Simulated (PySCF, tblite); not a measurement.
Write Cartesian coordinates for `CCC1=CCCCO1` as optimised with GFN2-xTB.

```xyz
20
C7H12O angstrom
C      2.7277    0.3575    0.5787
C      1.9003   -0.7259   -0.1135
C      0.4424   -0.3621   -0.1324
C     -0.4948   -0.9679    0.5906
C     -1.9485   -0.6021    0.5067
C     -2.1839    0.2198   -0.7579
C     -1.0820    1.2692   -0.8644
O      0.1959    0.6821   -0.9838
H      3.7852    0.1059    0.5477
H      2.4245    0.4609    1.6184
H      2.5829    1.3108    0.0767
H      2.2409   -0.8301   -1.1458
H      2.0282   -1.6806    0.3969
H     -0.2200   -1.7728    1.2526
H     -2.5593   -1.5078    0.4899
H     -2.2448   -0.0281    1.3915
H     -3.1589    0.7066   -0.7405
H     -2.1345   -0.4301   -1.6338
H     -1.1025    1.9161    0.0246
H     -1.2040    1.8893   -1.7562
```

Any rigid rotation of these coordinates is as good. Atoms count from 1 in this order. Of the pairs four or more bonds apart, O8···H11 is among the closest relative to their van der Waals radii: 2.69 Å, 99 % of the sum of Bondi's values. The 6-membered ring C3–C4–C5–C6–C7–O8 has internal angles of 108.5° to 124.0° (sum 692°, against 720° for a flat polygon); it is puckered, 0.20 Å rms from its mean plane, widest ring torsion 62°. The 2 C–O bonds span 1.370 Å (C3–O8, drawn single) to 1.411 Å (C7–O8, drawn single), a spread of 0.041 Å. The 6 C–C bonds span 1.330 Å (C3=C4, drawn double) to 1.529 Å (C1–C2, drawn single), a spread of 0.199 Å.

Bonds between heavy atoms (Å): C1–C2 1.529, C2–C3 1.503, C3=C4 1.330, C4–C5 1.501, C5–C6 1.526, C6–C7 1.525, C7–O8 1.411, C3–O8 1.370.

Computed geometry: GFN2-xTB, gas phase.

Point group: C1 (no symmetry element, even within 0.4 Å). Its GFN2-xTB frequencies are all real (lowest 51 cm⁻¹). The numbers are those of one conformer (C1–C2–C3–C4 -109°, C3–C4–C5–C6 16°, C4–C5–C6–C7 -45°, C5–C6–C7–O8 62°, C6–C7–O8–C3 -45°). 2 starts were optimised and ended at 0.00 and 0.11 kcal/mol (GFN2-xTB); the lowest of these is shown.
